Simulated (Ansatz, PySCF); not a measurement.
Molecule: sum formula H$_{2}$GeO$_{2}$, charge 1, multiplicity 2. 
Coordinates optimised at B3LYP-D3(BJ)/def2-TZVP (Ansatz, a quantum-chemistry and plane-wave program):
```
Ge
O 1 1.7337
H 2 0.9732 1 120.52
O 1 1.7337 2 108.18 3 -180.00
H 4 0.9732 1 120.52 2 -180.00
```
Charge +1, spin multiplicity 2.

Total electronic energies in hartree. Correlated levels leave the core frozen unless marked. UHF or UKS for open shells. Spin-orbit coupling is left out. The frozen core is the preceding noble-gas configuration, with the filled d and f shells of earlier blocks. Non-relativistic. Basis-set limits of correlation are two-point, X^-3; Hartree-Fock from the larger set. [CCSD(T)-MP2]/basis is that difference in the basis named.

```tsv
level	program	energy (Eh)
PBE-D3(BJ)/def2-TZVPD	Ansatz + dftd3	[?]
BLYP-D4/def2-TZVPD	Ansatz + dftd4	[?]
revPBE/def2-TZVPD	Ansatz	-2228.23391
TPSS-D3(BJ)/def2-TZVPD	PySCF + dftd3	-2228.42616
M06-L-D4/def2-TZVPD	PySCF + dftd4	-2228.35379
r2SCAN-D3(BJ)/def2-TZVPD	Ansatz + dftd3	-2228.35313
B3LYP/def2-TZVPD	Ansatz	-2228.47817
PBE0/def2-QZVPP	Ansatz	-2228.06382
BHLYP-D3(BJ)/def2-TZVPD	Ansatz + dftd3	[?]
TPSSh-D3(BJ)/def2-TZVPD	PySCF + dftd3	-2228.39670
TPSSh/def2-TZVPD	PySCF	-2228.39392
PW6B95-D3(BJ)/def2-TZVPD	PySCF + dftd3	-2229.59267
MP2/6-31G	Ansatz	-2225.87601
CCSD/cc-pVDZ	Ansatz	-2226.41388
RI-MP2/CBS(aug-cc-pVTZ,aug-cc-pVQZ)+[CCSD(T)-MP2]/aug-cc-pVTZ	Ansatz	-2226.7760
```

Q: Some entries are withheld; supply them.

A: 
- PBE-D3(BJ)/def2-TZVPD, energy (Eh): -2227.97172
- BLYP-D4/def2-TZVPD, energy (Eh): -2228.48908
- BHLYP-D3(BJ)/def2-TZVPD, energy (Eh): -2228.33782
